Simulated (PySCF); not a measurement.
Identify the unknown among the candidates.

| technique | computed result |
| --- | --- |
| Rotational structure | rotational constants A, B, C: 5.186, 1.553, 1.527 GHz [PBE0-D3(BJ)/def2-SVP] |
| Dipole | 0.41 D [B3LYP/def2-SVPD] |
| UV, strongest line | among the 6 lowest singlet transitions: S2 at 6.56 eV (189 nm, f = 0.115) [TDDFT B3LYP/def2-SVPD] |
| UV, first state | lowest singlet excitation: 6.21 eV (200 nm, f = 0.019) [TDDFT B3LYP/def2-SVPD] |
| Polarisability | 83.9 au [B3LYP/def2-SVPD] |

Electronic properties: PySCF, gas phase, density fitting. Levels stand in brackets. The structure is a single PBE0-D3(BJ)/def2-SVP conformer in the gas phase; no vibrational or solvent corrections.

Question: Which candidate is it?
A. `CCC1=CCCC1`
B. `CCCC1=CCC1`
C. `C1C[C@H]2CC[C@@H]1C2`
D. `C#C[C@@H](C)C(C)C`

Answer: B. It is `CCCC1=CCC1`. Numbering: `[CH3:1][CH2:2][CH2:3][C:4]1=[CH:5][CH2:6][CH2:7]1`. Its formula, C7H12, gives 2 degrees of unsaturation: 1 ring and 1 π bond in the structure found. The optimised geometry has point group C1 and is an asymmetric top.

The others, at the same levels:
- `C1C[C@H]2CC[C@@H]1C2` fails: its computed lowest singlet excitation is 7.44 eV (167 nm, f = 0.000) (against 6.21 eV), static isotropic polarisability is 77.1 au (against 83.9 au) and rotational constant A is 3.726 GHz (against 5.186 GHz).
- `C#C[C@@H](C)C(C)C` fails: its computed lowest singlet excitation is 6.49 eV (191 nm, f = 0.001) (against 6.21 eV), strongest line among the 6 lowest singlet transitions is S6 at 7.68 eV (162 nm, f = 0.047) (against S2 at 6.56 eV) and rotational constant A is 2.958 GHz (against 5.186 GHz).
- `CCC1=CCCC1` fails: its computed lowest singlet excitation is 5.93 eV (209 nm, f = 0.028) (against 6.21 eV) and rotational constant A is 5.713 GHz (against 5.186 GHz).

Each candidate is one conformer, not necessarily the lowest. Dipoles, sizes and rotational constants follow the conformer. The torsions of the flexible species, by atom-mapped SMILES:
- `[CH3:1][CH2:2][CH2:3][C:4]1=[CH:5][CH2:6][CH2:7]1`: C1–C2–C3–C4 -63°, C2–C3–C4–C5 121°
- `[CH:1]#[C:2][C@@H:3]([CH3:4])[CH:5]([CH3:6])[CH3:7]`: C2–C3–C5–C6 63°

The conformers of `C1C[C@H]2CC[C@@H]1C2` and `CCC1=CCCC1` aren't listed.
